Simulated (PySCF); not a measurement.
Trends in electronic spectra. Level of theory: TDDFT B3LYP/def2-SVPD, vertical, gas phase, core orbitals frozen in the response (PySCF 2.14.0, density-fitted response routines). Geometries: GFN2-xTB; one conformer of each isolated species. Triplets are in the Tamm–Dancoff approximation. 'Strongest' means the level of largest summed f among the lowest 8 singlets; it needn't be the same kind of state in each.

Question: Rank by computed LUMO energy, lowest first.
A. `N#C[SiH](C#N)C#N`
B. `N#C[C@@]1(F)[C@H](F)[C@@H]1F`
C. `O1[SiH2][SiH2][SiH2][SiH2][SiH2]1`
D. `c1c2n(nn1)cccc2`
E. `CNN=C(C)C`

Answer: A (-2.51 eV), B (-1.82 eV), D (-1.69 eV), C (-1.27 eV), E (0.34 eV).

```
                           SMILES  LUMO (eV)  α (au)  HOMO (eV)  f (strongest)  first f ≥ 0.01 (nm)  S1 mainly
                 N#C[SiH](C#N)C#N      -2.51    66.9     -10.71           0.01                    –  H→L (44%)
     N#C[C@@]1(F)[C@H](F)[C@@H]1F      -1.82    51.6      -8.97           0.03                  167  H→L (98%)
                    c1ccn2nncc2c1      -1.69    88.1      -6.43           0.57                  300  H→L (94%)
O1[SiH2][SiH2][SiH2][SiH2][SiH2]1      -1.27   144.0      -7.37           0.05                  236  H→L (98%)
                        CNN=C(C)C       0.34    72.0      -5.72           0.20                  212  H→L (94%)
```

H and L stand for HOMO and LUMO; a dash means that no computed state gives the value.

- `N#C[SiH](C#N)C#N`: Löwdin shares by element: HOMO (one of a set within 0.03 eV) nitrogen 54%, carbon 16% or more (atoms not listed hold the other 30%); LUMO carbon 24% or more, silicon 22%, nitrogen 12% or more (atoms not listed hold the other 43%).
- `N#C[C@@]1(F)[C@H](F)[C@@H]1F`: Löwdin shares by element: HOMO carbon 31% or more, nitrogen 17%, fluorine 12% or more (atoms not listed hold the other 40%); LUMO carbon 32% or more, nitrogen 18%, fluorine 11% or more (atoms not listed hold the other 39%).
- `c1ccn2nncc2c1`: Löwdin shares by element: HOMO carbon 42% or more, nitrogen 19% or more (atoms not listed hold the other 39%); LUMO carbon 69% or more (atoms not listed hold the other 31%).
- `O1[SiH2][SiH2][SiH2][SiH2][SiH2]1`: Löwdin shares by element: HOMO silicon 39% or more, oxygen 22% (atoms not listed hold the other 39%); LUMO silicon 58% or more (atoms not listed hold the other 42%).
- `CNN=C(C)C`: Löwdin shares by element: HOMO nitrogen 56%, carbon 25% or more (atoms not listed hold the other 19%); LUMO carbon 30% or more, hydrogen 22% or more (atoms not listed hold the other 49%).
